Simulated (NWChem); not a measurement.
System: C4H2ClF; SMILES C(=C(\Cl)F)/C#C

NWChem printed, in part:

```
             Northwest Computational Chemistry Package (NWChem) 7.3.0
             --------------------------------------------------------

                             Geometry "geometry" -> ""
                             -------------------------

 Output coordinates in angstroms (scale by  1.889725989 to convert to a.u.)

  No.       Tag          Charge          X              Y              Z
 ---- ---------------- ---------- -------------- -------------- --------------
    1 C                    6.0000     0.05832200     3.15477700     0.00000000
    2 C                    6.0000     0.35072700     1.98033800     0.00000000
    3 C                    6.0000     0.74749800     0.62017400     0.00000000
    4 C                    6.0000    -0.12792600    -0.39467600     0.00000000
    5 F                    9.0000    -1.44337300    -0.21884900     0.00000000
    6 Cl                  17.0000     0.32035200    -2.06619200     0.00000000
    7 H                    1.0000    -0.21933300     4.18413900     0.00000000
    8 H                    1.0000     1.80560600     0.37846600     0.00000000

 Effective nuclear repulsion energy (a.u.)     241.7870974231

                                 NWChem DFT Module
                                 -----------------

 Summary of "ao basis" -> "ao basis" (spherical)
 ------------------------------------------------------------------------------
       Tag                 Description            Shells   Functions and Types
 ---------------- ------------------------------  ------  ---------------------
 C                           6-31g*                  6       14   3s2p1d
 F                           6-31g*                  6       14   3s2p1d
 Cl                          6-31g*                  8       18   4s3p1d
 H                           6-31g*                  2        2   2s

 in cosmo_initialize ...
 calling solv_data for solv:propnol2

 solvent parameters
 solvname_short: propnol2
 solvname_long:  2-propanol
 dielec:       19.2640
 dielecinf:     1.8978
 nonaqueous SMD model solvent descriptors
 dielec:       19.2640
 sola:          0.3300
 solb:          0.5600
 solc:          0.0000
 solg:         30.1300
 solh:          0.0000
 soln:          1.3776

          ---------------
          -cosmo- solvent
          ---------------
 Cosmo: York-Karplus, doi: 10.1021/jp992097l
 dielectric constant -eps-     =  19.26
 screen = (eps-1)/(eps    )    =   0.94809
 surface charge correction     = lagrangian

   van der Waals surface
 --------------------------

 ---------- ATOMIC COORDINATES (A.U.) ------------ VDWR(ANG.) --
     1    0.11021260    5.96166409    0.00000000     1.850
     2    0.66277793    3.74229618    0.00000000     1.850
     3    1.41256640    1.17195893    0.00000000     1.850
     4   -0.24174509   -0.74582949    0.00000000     1.850
     5   -2.72757947   -0.41356464    0.00000000     1.730
     6    0.60537750   -3.90453672    0.00000000     2.380
     7   -0.41447927    7.90687621    0.00000000     1.200
     8    3.41210058    0.71519704    0.00000000     1.200
 number of segments per atom =        128
 number of   points per atom =        128
 atom (   nspa,  nppa )
 ----------------------
    1 (     80,     0 )       0
    2 (     54,     0 )       0
    3 (     40,     0 )       0
    4 (     20,     0 )       0
    5 (     76,     0 )       0
    6 (    100,     0 )       0
    7 (     50,     0 )       0
    8 (     50,     0 )       0
 number of -cosmo- surface points =      470
 molecular surface =    139.609 angstrom**2
 molecular volume  =    118.816 angstrom**3
 -lineq- algorithm             =   0
 -bem- low  level              =   3
 -bem- from -octahedral-
 gaussian surface charge width =   4.50000
 degree of switching           =   1.00000
 switching function tolerance  =   0.00010
 atomic radii =
 --------------
    1  6.000  1.850
    2  6.000  1.850
    3  6.000  1.850
    4  6.000  1.850
    5  9.000  1.730
    6 17.000  2.380
    7  1.000  1.200
    8  1.000  1.200
 ...... end of -cosmo- initialization ......

 nat:                     8
 ixmem:                  3618
 calling mnsol_interface()
 G(SMD-CDS) energy (kcal/mol)  =     1.119
 SMD-CDS SASA (angstrom**2)    =   147.349

[...]

                                COSMO-SMD solvation results
                                ---------------------------

             internal energy in gas <Psi(g)|H|Psi(g)> =      -713.550911606344
         internal energy in solvent <Psi(s)|H|Psi(s)> =      -713.550140763207
                               delta internal energy  =         0.000770843137 (    0.48 kcal/mol)
   total free energy in solvent <Psi(s)|H+V/2|Psi(s)> =      -713.556770853118
 polarization energy contribution <Psi(s)|V/2|Psi(s)> =        -0.006630089911 (   -4.16 kcal/mol)
    total free energy in solvent including G(SMD-CDS) =      -713.554988240694
                       G(SMD-CDS) energy contribution =         0.001782612424 (    1.12 kcal/mol)
     1 M fixed-concentration free energy of solvation =        -0.004076634349 (   -2.56 kcal/mol)

                       DFT Final Molecular Orbital Analysis
                       ------------------------------------

 Vector   24  Occ=2.000000D+00  E=-3.337890D-01
              MO Center=  3.5D-01,  9.7D-01, -1.2D-09, r^2= 4.4D+00
   Bfn.  Coefficient  Atom+Function         Bfn.  Coefficient  Atom+Function
  ----- ------------  ---------------      ----- ------------  ---------------
    79     -0.355693  6 Cl pz                19      0.346813  2 C  pz
    33      0.266713  3 C  pz                 5      0.255598  1 C  pz
    83     -0.192475  6 Cl pz                23      0.187198  2 C  pz
    37      0.177048  3 C  pz                 9      0.144485  1 C  pz
    75      0.137900  6 Cl pz                47      0.076668  4 C  pz

 Vector   25  Occ=2.000000D+00  E=-2.880005D-01
              MO Center=  2.5D-01,  2.4D+00, -2.7D-12, r^2= 1.7D+00
   Bfn.  Coefficient  Atom+Function         Bfn.  Coefficient  Atom+Function
  ----- ------------  ---------------      ----- ------------  ---------------
     3      0.399304  1 C  px                17      0.397292  2 C  px
     7      0.247718  1 C  px                21      0.203719  2 C  px
    22      0.143348  2 C  py                48      0.117027  4 C  s
     8      0.105545  1 C  py                 4      0.102583  1 C  py
    18      0.096719  2 C  py                91     -0.091797  8 H  s

 Vector   26  Occ=2.000000D+00  E=-2.435121D-01
              MO Center=  1.6D-01,  9.8D-01,  7.7D-10, r^2= 4.3D+00
   Bfn.  Coefficient  Atom+Function         Bfn.  Coefficient  Atom+Function
  ----- ------------  ---------------      ----- ------------  ---------------
     5      0.326378  1 C  pz                47     -0.319568  4 C  pz
    33     -0.288226  3 C  pz                79      0.266173  6 Cl pz
     9      0.230599  1 C  pz                37     -0.222333  3 C  pz
    19      0.213306  2 C  pz                51     -0.191113  4 C  pz
    61      0.176423  5 F  pz                83      0.166392  6 Cl pz

 Vector   27  Occ=0.000000D+00  E=-3.602027D-02
              MO Center=  1.5D-01,  7.6D-01, -6.9D-09, r^2= 3.8D+00
   Bfn.  Coefficient  Atom+Function         Bfn.  Coefficient  Atom+Function
  ----- ------------  ---------------      ----- ------------  ---------------
    47      0.472569  4 C  pz                51      0.474753  4 C  pz
    37     -0.362509  3 C  pz                 9      0.357339  1 C  pz
    33     -0.298157  3 C  pz                 5      0.288400  1 C  pz
    23     -0.208597  2 C  pz                61     -0.173223  5 F  pz
    65     -0.168819  5 F  pz                79     -0.163834  6 Cl pz

 Vector   28  Occ=0.000000D+00  E= 8.424933D-03
              MO Center=  3.1D-01, -3.7D-01,  5.3D-09, r^2= 5.5D+00
   Bfn.  Coefficient  Atom+Function         Bfn.  Coefficient  Atom+Function
  ----- ------------  ---------------      ----- ------------  ---------------
    48      1.151922  4 C  s                 82     -0.773116  6 Cl py
    80     -0.615981  6 Cl s                 50     -0.460382  4 C  py
    78     -0.373597  6 Cl py                92     -0.330255  8 H  s
    46     -0.326199  4 C  py                 7     -0.298378  1 C  px
    49      0.258503  4 C  px                 3     -0.228215  1 C  px

 Vector   29  Occ=0.000000D+00  E= 5.245143D-02
              MO Center=  1.9D-01,  1.0D+00,  3.3D-09, r^2= 5.8D+00
   Bfn.  Coefficient  Atom+Function         Bfn.  Coefficient  Atom+Function
  ----- ------------  ---------------      ----- ------------  ---------------
    48      0.578157  4 C  s                  7      0.531846  1 C  px
    82     -0.530876  6 Cl py                21     -0.440271  2 C  px
    50     -0.440923  4 C  py                80     -0.390080  6 Cl s
    92      0.342917  8 H  s                 17     -0.340068  2 C  px
    22     -0.323354  2 C  py                46     -0.323578  4 C  py

     Multipole analysis of the density
     ---------------------------------

     L   x y z        total         alpha         beta         nuclear
     -   - - -        -----         -----         ----         -------
     0   0 0 0     -0.000000    -26.000000    -26.000000     52.000000

     1   1 0 0      0.390467     -0.006614     -0.006614      0.403695
     1   0 1 0      0.284924      0.490759      0.490759     -0.696595
     1   0 0 1     -0.000000     -0.000000     -0.000000      0.000000

     2   2 0 0    -28.865614    -64.449237    -64.449237    100.032859
     2   1 1 0     -1.097944     -0.034441     -0.034441     -1.029062
     2   1 0 1      0.000000      0.000000      0.000000      0.000000
     2   0 2 0    -24.545146   -328.571199   -328.571199    632.597251
     2   0 1 1      0.000000      0.000000      0.000000      0.000000
     2   0 0 2    -30.367193    -15.183596    -15.183596      0.000000
```

Level: B3LYP/6-31G* (spherical d), SMD on the gas-phase geometry. Structure relaxed at the B3LYP/6-31G* (spherical d) level. Solvent: 2-propanol.

**Question.** Write an input that gives this output.

**Answer.** One answer among several that fit: the input that was run:
```
start job
memory heap 200 mb stack 900 mb global 1100 mb
geometry units angstroms noautosym nocenter noautoz
  C      0.058322     3.154777     0.000000
  C      0.350727     1.980338     0.000000
  C      0.747498     0.620174     0.000000
  C     -0.127926    -0.394676     0.000000
  F     -1.443373    -0.218849     0.000000
  Cl     0.320352    -2.066192     0.000000
  H     -0.219333     4.184139     0.000000
  H      1.805606     0.378466     0.000000
end
basis spherical
  * library 6-31g*
end
dft
  xc b3lyp
  iterations 150
end
cosmo
  do_cosmo_smd true
  solvent propnol2
end
task dft energy
```
